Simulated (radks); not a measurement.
Results of a calculation; reference values are marked as such.
Numerical settings for the titanium ion Ti2+, [Ar] 3d2. Code: a radial shooting solver on a logarithmic mesh with Libxc functionals. Model: non-relativistic Kohn-Sham, SCAN, spin-unpolarised, spherical densities, point nucleus; meta-GGA in the generalised Kohn-Sham scheme. The defaults (mesh step 0.008 in ln r, mesh end at 40 bohr or more with all orbitals vanishing there, Anderson mixing 0.5 over 9 steps, residual threshold near 1e-9 with the energy settled to 1e-9 hartree or 1e-11 of itself, here a cap of 56 iterations) give E = -848.596 hartree and 3d at -19.315 eV in 13 iterations. Times are rough (one thread of a shared host). Changes against that run (0 stands for a change within the tolerance of the run):

setting,iterations,converged,E (mhartree),e(3d) (meV),CPU (s)
mesh step in ln r 0.012,13,yes,+0.592,-0.0565,0.07
mesh step in ln r 0.005,12,yes,+0.835,-0.00681,0.14
mesh step in ln r 0.08,2,no,diverged,-,0.01
mesh end (bohr) 1,12,level above zero,+6.74e+04,+2.46e+05,0.07
mesh end (bohr) 8,12,yes,-0.235,+1.4,0.09
residual threshold 1e-13,56,no,0,0,0.26
residual threshold 0.01,13,yes,0,0,0.1
mixing 1.5,14,yes,0,0,0.11
"linear mixing, mixing 0.8",21,yes,0,+0.00807,0.14
"linear mixing, mixing 0.5",25,yes,0,0,0.14
mixing history 3,14,yes,0,0,0.1
iteration cap 3,3,no,+3.04,-1.87e+03,0.02

Settled on a wrong energy, with an occupied level pushed above zero by the early mesh end: mesh end (bohr) 1 (+67.4 hartree). Apart from these: no run marked as converged misses the energy by more than 1 mhartree. A mesh that ends early acts as a hard wall.
